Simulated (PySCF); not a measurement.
## Radial density of Sm³⁺ (samarium, charge +3)

M06-L, [Xe] 4f5, one real determinant. Calculation: PySCF 2.14, in x2c-TZVPPall (11s7p7d4f2g, 113 functions); the spin-free X2C one-electron Hamiltonian (Gaussian nucleus).

```json
{"r (bohr)": "0.0264", "4πr²ρ (e/bohr)": "73.01", "4πr²(ρα − ρβ)": "0.0035"}
{"r (bohr)": "0.0445", "4πr²ρ (e/bohr)": "85.86", "4πr²(ρα − ρβ)": "0.0062"}
{"r (bohr)": "0.0748", "4πr²ρ (e/bohr)": "108.2", "4πr²(ρα − ρβ)": "-0.0024"}
{"r (bohr)": "0.126", "4πr²ρ (e/bohr)": "80.72", "4πr²(ρα − ρβ)": "0.0446"}
{"r (bohr)": "0.212", "4πr²ρ (e/bohr)": "94.19", "4πr²(ρα − ρβ)": "0.6958"}
{"r (bohr)": "0.356", "4πr²ρ (e/bohr)": "39.63", "4πr²(ρα − ρβ)": "3.2755"}
{"r (bohr)": "0.599", "4πr²ρ (e/bohr)": "43.63", "4πr²(ρα − ρβ)": "5.7614"}
{"r (bohr)": "1.01", "4πr²ρ (e/bohr)": "14.68", "4πr²(ρα − ρβ)": "3.5584"}
{"r (bohr)": "1.69", "4πr²ρ (e/bohr)": "6.383", "4πr²(ρα − ρβ)": "0.7447"}
{"r (bohr)": "2.85", "4πr²ρ (e/bohr)": "0.4806", "4πr²(ρα − ρβ)": "0.0053"}
{"r (bohr)": "4.79", "4πr²ρ (e/bohr)": "0.0007094", "4πr²(ρα − ρβ)": "0.0003"}
{"r (bohr)": "8.06", "4πr²ρ (e/bohr)": "2.846e-05", "4πr²(ρα − ρβ)": "0.0000"}
```

Densities and radii are taken from the X2C orbitals without a picture-change correction, which distorts them close to the nucleus.

⟨L²⟩ = 24.01 against 30 for a pure H term, so this real determinant mixes terms. Spin-orbit coupling, absent here, splits the open shell strongly.

(1) Where is the radial spin density 4πr²(ρα − ρβ) most negative, and why is it negative at all?

Results:

(1) Around r = 0.0748 bohr, down to -0.0024 e/bohr: exchange with the open shell polarises the paired shells in an unrestricted calculation.
